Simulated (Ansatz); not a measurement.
Ti(OEt)(H)3 (C2H8OTi), SMILES CC[O][TiH3], multiplicity 1.

Geometry: PBE-D3(BJ)/def2-SVP. The spin state was assumed, not searched. The structure was generated by enumeration; whether it is a known compound was not checked. Other conformers were not sampled.

Two levels are set side by side: PBE/def2-SVPD (Ansatz, an electronic-structure program) and CAM-B3LYP/def2-SVPD (Ansatz). Energy differences of separate SCF runs at the same geometry; the states with an electron removed or added have multiplicity 2 and 2. Differences are taken from unrounded values.

```json
[
 {"quantity": "vertical ionisation energy (eV)", "CAM-B3LYP": "10.41"},
 {"quantity": "vertical electron affinity (eV)", "CAM-B3LYP": "0.89"},
 {"quantity": "vertical singlet–triplet gap (eV)", "CAM-B3LYP": "3.06"}
]
```

### Question
What does PBE give, and how far is it from CAM-B3LYP? (An estimate is asked for; the answer gives what the named calculation found.)

### Answer

| quantity | PBE | PBE minus CAM-B3LYP |
|---|---|---|
| vertical ionisation energy (eV) | 9.72 | -0.69 |
| vertical electron affinity (eV) | 0.39 | -0.50 |
| vertical singlet–triplet gap (eV) | 3.12 | 0.06 |
